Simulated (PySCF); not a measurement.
Numbering as in the mapped SMILES `[CH2:1]=[C:2]1[CH2:3][C@@H:4]([SiH2:5][Cl:6])[C@H:7]1[F:8]`; H(Xn) means a hydrogen on atom n. Ha(C1) is cis to C3; Ha(C3) is cis to Si5 on the ring; Ha(Si5) is pro-R; Hb(Si5) is pro-S; Hb(C1) is trans to C3; Hb(C3) is trans to Si5 on the ring.

PySCF calculation with structure optimised with GFN2-xTB and shielding tensors at PBE0/pcSseg-1 (GIAO); no solvent model, no relativistic terms, one computed conformer.

Chemical shifts δ = σref − σ; TMS for ¹³C (σ = 186.93 ppm) and ¹H (σ = 31.72 ppm) and ²⁹Si (σ = 349.16 ppm); ³⁵Cl (σ = 949.78 ppm) vs HCl; CFCl3 for ¹⁹F (σ = 170.95 ppm), all at this level.

```json
{"atoms": "Ha(Si5)", "nucleus": "¹H", "count": "1", "δ (ppm)": "5.30"}
{"atoms": "C3", "nucleus": "¹³C", "count": "1", "δ (ppm)": "?"}
{"atoms": "C2", "nucleus": "¹³C", "count": "1", "δ (ppm)": "156.0"}
{"atoms": "Si5", "nucleus": "²⁹Si", "count": "1", "δ (ppm)": "-13.5"}
{"atoms": "Hb(Si5)", "nucleus": "¹H", "count": "1", "δ (ppm)": "5.10"}
{"atoms": "H(C7)", "nucleus": "¹H", "count": "1", "δ (ppm)": "5.67"}
{"atoms": "C4", "nucleus": "¹³C", "count": "1", "δ (ppm)": "30.3"}
{"atoms": "Cl6", "nucleus": "³⁵Cl", "count": "1", "δ (ppm)": "-81"}
{"atoms": "Hb(C3)", "nucleus": "¹H", "count": "1", "δ (ppm)": "2.75"}
{"atoms": "C7", "nucleus": "¹³C", "count": "1", "δ (ppm)": "?"}
{"atoms": "Hb(C1)", "nucleus": "¹H", "count": "1", "δ (ppm)": "5.87"}
{"atoms": "Ha(C3)", "nucleus": "¹H", "count": "1", "δ (ppm)": "?"}
{"atoms": "F8", "nucleus": "¹⁹F", "count": "1", "δ (ppm)": "-196.8"}
{"atoms": "Ha(C1)", "nucleus": "¹H", "count": "1", "δ (ppm)": "5.61"}
{"atoms": "C1", "nucleus": "¹³C", "count": "1", "δ (ppm)": "?"}
{"atoms": "H(C4)", "nucleus": "¹H", "count": "1", "δ (ppm)": "?"}
```

Fill in the missing shifts.

Answers


- C1: 120.7 ppm, terminal =CH2 carbon; an sp2 carbon of a C=C bond
- C7: 93.6 ppm, allylic sp3 CH bonded to F; the inductive effect lowers its shielding
- C3: 27.8 ppm, allylic sp3 CH2; a saturated carbon with 2 carbon neighbours and no heteroatom attached
- Ha(C3): 2.73 ppm, hydrogen on an allylic sp3 CH2; allylic position
- H(C4): 2.34 ppm, hydrogen on an sp3 CH bonded to Si

Shifts are as computed. Against solution values, carbons near 30 ppm lie about +3 ppm off and those near 130 ppm about +5 ppm. Of 1211 compounds with measured shifts, 218 miss one by over three times the rms of a fit or turn the order of signals round; such compounds aren't used in these exercises. Unscaled 19F shifts against computed CFCl3 carry errors that often reach 10 to 50 ppm.
